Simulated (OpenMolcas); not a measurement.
# Ru2+: effect of the level shift or regulariser

| Item | Value |
| --- | --- |
| Program | OpenMolcas 26.06 |
| Basis | ANO-RCC-VTZP [7s6p4d2f1g] |
| Scalar Hamiltonian | DKH2, point nucleus |
| Active space | 6 electrons in 5 orbitals (4d) |
| State averaging | 2S+1 = 5 even, 5 roots; 2S+1 = 3 even, 45 roots; 2S+1 = 1 even, 50 roots |
| Spin-orbit coupling | state interaction with AMFI integrals over the reference wave functions, term energies averaged over their components |

Methods on the same reference wave functions:
A. CASSCF
B. MS-CASPT2, IPEA 0.25 Eh, imaginary shift 0.1 Eh (closed shells correlated: 4s 4p)
C. MS-CASPT2, IPEA 0.25 Eh, real shift 0.2 Eh (closed shells correlated: 4s 4p)
D. MS-CASPT2, IPEA 0.25 Eh, sigma2 regulariser 0.3 Eh (closed shells correlated: 4s 4p)

Energies in cm⁻¹ above 4d⁶ ⁵D₄, the measured ground level; measured values from Moore, Atomic Energy Levels, vol. III, NSRDS-NBS 35 (1971 reprint of NBS Circular 467, 1958).

| Level | A | B | C | D | Measured |
| --- | --- | --- | --- | --- | --- |
| 4d⁶ ⁵D₄ | 0.0 | 0.0 | 0.0 | 0.0 | 0.0 |
| 4d⁶ ⁵D₃ | 1143 | 1156 | 1156 | 1156 | 1159 |
| 4d⁶ ⁵D₂ | 1856 | 1845 | 1845 | 1845 | 1826 |
| 4d⁶ ⁵D₁ | 2311 | 2290 | 2290 | 2290 | 2266 |
| 4d⁶ ⁵D₀ | 2531 | 2510 | 2510 | 2510 | 2476 |
| 4d⁶ ³H₆ | 17825 | 16140 | 16140 | 16130 |  |
| 4d⁶ ³H₅ | 18231 | 16380 | 16390 | 16380 |  |
| 4d⁶ ³P₂(1) | 19030 | 15740 | 15760 | 15740 |  |
| 4d⁶ ³F₄(1) [54 %] | 20290 | 17810 | 17810 | 17810 |  |
| 4d⁶ ³F₃(1) | 20744 | 17860 | 17870 | 17850 |  |
| 4d⁶ ³F₂(1) | 21287 | 18360 | 18370 | 18360 |  |
| 4d⁶ ³P₁(1) | 22319 | 19010 | 19030 | 19010 |  |
| 4d⁶ ³G₅ | 22593 | 19710 | 19720 | 19710 |  |
| 4d⁶ ³P₀(1) | 23162 | 19740 | 19760 | 19740 |  |
| 4d⁶ ³G₄ | 23711 | 20710 | 20720 | 20710 |  |
| 4d⁶ ³G₃ | 24019 | 20970 | 20980 | 20970 |  |
| 4d⁶ ¹I₆ | 27306 | 24790 | 24800 | 24790 |  |
| 4d⁶ ³D₂ | 28561 | 23550 | 23580 | 23550 |  |
| 4d⁶ ³D₁ | 28681 | 23700 | 23730 | 23700 |  |
| 4d⁶ ³D₃ | 28911 | 23880 | 23910 | 23880 |  |
| 4d⁶ ¹G₄(1) | 29363 | 26060 | 26080 | 26060 |  |
| 4d⁶ ¹S₀(1) | 33786 | 28710 | 28770 | 28710 |  |
| 4d⁶ ¹D₂(1) | 35385 | 30010 | 30030 | 30010 |  |
| 4d⁶ ¹F₃ | 39746 | 33020 | 33060 | 33020 |  |

Deviations, from unrounded energies. A percentage is the sum of absolute deviations over the sum of measured energies, with the sign that they share, or ± where signs differ.

```
                  Against measurement  Levels     A     B     C     D
       mean absolute deviation (cm-1)       4    36    21    21    21
fine structure of the ground term (%)       4  ±1.9  ±1.1  ±1.1  ±1.1
```

B, C, D lie about equally close to measurement and A furthest from it. The largest miss of D in the table is 4d⁶ ⁵D₀, by +34 cm-1. The ranking rests on the paired levels alone, and a cruder setting can come out closer through cancelling errors.

Among B to D the level of the table that moves most is 4d⁶ ¹S₀(1), by 53 cm-1 (lowest in D, highest in C). Moves below CASPT2's spread within the term are not significant.

The two smallest mean deviations differ by little beside CASPT2's spread within terms, so their order carries little weight.

From A to B the spin-free energies of the other terms of 4d⁶ shown, above ⁵D, scale by factors of 0.82 to 0.90, as is usual when dynamic correlation screens the repulsion within a d or f shell.

The lowest spin-free term lies below A's lowest term by 0.418 hartree in B, 0.418 hartree in C, 0.418 hartree in D.

Term energies are means over components that CASPT2 splits; among the terms shown or strongly mixed into the levels shown the widest spread is 1300 cm-1 (4d⁶ ¹I, D). Levels of configurations with an s electron are missing; early in the row they begin among the upper levels of the d shell and mix with terms of their name. Without dynamic correlation excited terms often stand tens of per cent too high (terms of higher spin than the ground term too low), and those without a measured partner can miss by more than the paired ones (holds for A). The CASPT2 spread within a term exceeds the gap to the next term for 4d⁶ ³D and 4d⁶ ¹I, 4d⁶ ¹I and 4d⁶ ¹G(1), so the order of their levels is uncertain (holds for B; C; D). Computed and measured levels are paired by configuration, term and J; levels that our copy of the source lacks, or whose pairing is in doubt (as where it misses far off the trend of its configuration), stay unpaired and out of the deviations. Only configurations of the active space appear. Levels that lie high or do not pair safely by name in every column are left out.

A share in square brackets marks a mixed level and gives the weight of the term that names it, the lowest over the columns. A number in round brackets counts repeated terms of one configuration in the order of the reference energies.
